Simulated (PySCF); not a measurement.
C5H5Cl, SMILES C=C=C/C=C/Cl. Atoms are numbered in the order given.

```xyz
11

C     -0.9121    -3.1009     0.0000
C      0.0659    -2.2325     0.0000
C      1.0532    -1.3533     0.0000
C      0.9286     0.1059     0.0000
C     -0.2361     0.7780     0.0000
Cl    -0.3203     2.5039     0.0000
H     -1.3396    -3.4832     0.9362
H     -1.3396    -3.4832    -0.9362
H      2.0786    -1.7469     0.0000
H      1.8632     0.6755     0.0000
H     -1.2148     0.2887     0.0000
```

Coordinates come from a r2SCAN-D4/def2-SVP optimisation. The structure was generated by enumeration; whether it is a known compound was not checked. One conformer was computed; it need not be the lowest.

These are r2SCAN/def2-TZVP (PySCF) values and carry that method's errors.

Atomic charges (e):

```json
[
 {"atom": "C1", "Mulliken": "-0.30", "meta-Löwdin": "(withheld)"},
 {"atom": "C2", "Mulliken": "0.10", "meta-Löwdin": "(withheld)"},
 {"atom": "C3", "Mulliken": "-0.23", "meta-Löwdin": "-0.17"},
 {"atom": "C4", "Mulliken": "-0.14", "meta-Löwdin": "-0.12"},
 {"atom": "C5", "Mulliken": "-0.02", "meta-Löwdin": "-0.12"},
 {"atom": "Cl6", "Mulliken": "-0.10", "meta-Löwdin": "-0.03"},
 {"atom": "H7", "Mulliken": "0.14", "meta-Löwdin": "0.15"},
 {"atom": "H8", "Mulliken": "0.14", "meta-Löwdin": "0.15"},
 {"atom": "H9", "Mulliken": "0.13", "meta-Löwdin": "(withheld)"},
 {"atom": "H10", "Mulliken": "0.12", "meta-Löwdin": "(withheld)"},
 {"atom": "H11", "Mulliken": "0.15", "meta-Löwdin": "(withheld)"}
]
```

Task: Fill in the missing entries. (The exact figures need the calculation; the answer reports its results.)

Result: 
- C1, meta-Löwdin: -0.30
- C2, meta-Löwdin: 0.03
- H9, meta-Löwdin: 0.15
- H10, meta-Löwdin: 0.13
- H11, meta-Löwdin: 0.14

Computed Mayer and Wiberg (Löwdin basis) orders of the bonds:
```
bond    Mayer  Wiberg
------  -----  ------
C1–C2    1.93    2.20
C2–C3    1.84    1.94
C3–C4    1.03    1.30
C4–C5    1.82    2.01
C5–Cl6   1.07    1.75
C1–H7    0.93    0.86
C1–H8    0.93    0.86
C3–H9    0.94    0.79
C4–H10   0.95    0.82
C5–H11   0.93    0.87
```
